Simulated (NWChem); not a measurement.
## Correlation energy of CNO

```
C
O 1 1.1804
N 1 1.2264 2 180.00
```
Charge 0, spin multiplicity 2.

Everything below was run with NWChem. All single points use one geometry, from UB3LYP/def2-SVP, a minimum by its harmonic frequencies.

Basis set: 6-31G*. Each correlation energy counts from its own Hartree-Fock reference.

The correlated methods keep 3 core orbitals frozen. The Pople sets run with spherical d functions. The structure started from a generated list of species. The unpaired electrons of the parent sit in orbitals of symmetry b1 (C2v labels of the run); other states weren't searched. No SCF solution was tested for a lower state. Open-shell Hartree-Fock references start from PBE0 orbitals. Coupled-cluster values serve here as a point of comparison, not as the truth.

Q: For the correlation energy, CCSD on UHF gives -429.3 mHa and CCSD(T) on UHF gives -445.9 mHa. What do SCS-UMP2, UMP2, CCSD[T] on UHF give?

A: SCS-UMP2: -392.8 mHa; UMP2: -409.4 mHa; CCSD[T] on UHF: -448.2 mHa.
